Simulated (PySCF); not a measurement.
Computed with r2SCAN-D4/def2-TZVP (PySCF). All species are isolated molecules in the gas phase. 

Reference species (SMILES): `F[SiH](F)F` (neutral, multiplicity 1).

The dipole moment is 1.25 D.

Changed species: `F[Si](F)(F)I` (whole molecule; the reference has whole molecule).

**Question.** Give the shifts of the dipole moment.

**Answer.** the dipole moment drops by 0.12 D, to 1.13 D.
